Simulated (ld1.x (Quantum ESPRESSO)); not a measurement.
Transferability test, TM potential for technetium

Tc (Z = 43), norm-conserving Troullier–Martins (Kleinman–Bylander form), made with ld1.x (Quantum ESPRESSO) 7.5 (PBE, fully relativistic). Core [Ar] 3d10, reference 4s2 4p6 4d5 5s1.5 5p0.5. Waves: 4s (bound): rc 1.60 bohr; 4p (bound): rc 1.85 bohr; 4d (bound): rc 1.85 bohr. Local part: the d channel. Core correction: Bessel-smoothed model core, default radius (core density twice the valence density).

Open shells are filled in proportion to 2j + 1 (rel_dist='average').

Occupied shells without a wave of their own: 5p, 5s. They enter only through the test configuration that unscreens the potential, and ld1.x also counts them in the model core charge.

Energies are relative to the spin-unpolarised reference configuration 4s2 4p6 4d5 5s1.5 5p0.5; without spin polarisation the order of configurations can differ from experiment. The d channel is local and has no spin–orbit splitting in the pseudo-atom.

ld1.x takes every shell without a wave as core, so the model core holds the 5p, 5s electrons as well and exchange and correlation see them twice. This cancels in the reference configuration, but the file is broken for other ones, and its errors say nothing about a proper core correction.

| valence configuration | charge | ΔE all-electron (eV) | error AE − PS (meV) |
| --- | --- | --- | --- |
| 4s2 4p6 4d5 5s2 5p0 | 0 | -1.847 | +134 |
| 4s2 4p6 4d5 5s1 5p0 | +1 | 6.307 | -334 |
| 4s2 4p6 4d5 5s0 5p0 | +2 | 21.158 | -1260 |
| 4s2 4p6 4d5.5 5s1.5 5p0 | 0 | -2.481 | -14 |
| 4s2 4p5 4d5 5s2 5p0 | +1 | 49.707 | +212 |
| 4s2 4p6 4d4 5s2 5p1 | 0 | 4.753 | +216 |
| 4s2 4p6 4d6 5s0 5p0 | +1 | 4.320 | -727 |

Levels in the configuration 4s2 4p5 4d5 5s2 5p0:

```
   level  all-electron (eV)  pseudo (eV)
4s j=1/2            -86.447      -86.335
4p j=1/2            -60.138      -60.027
4p j=3/2            -57.090      -56.984
4d j=3/2            -18.146      -17.837
4d j=5/2            -17.808      -17.837
5s j=1/2            -12.846      -13.439
```

The potential misses its own reference levels by up to 0.3 eV.
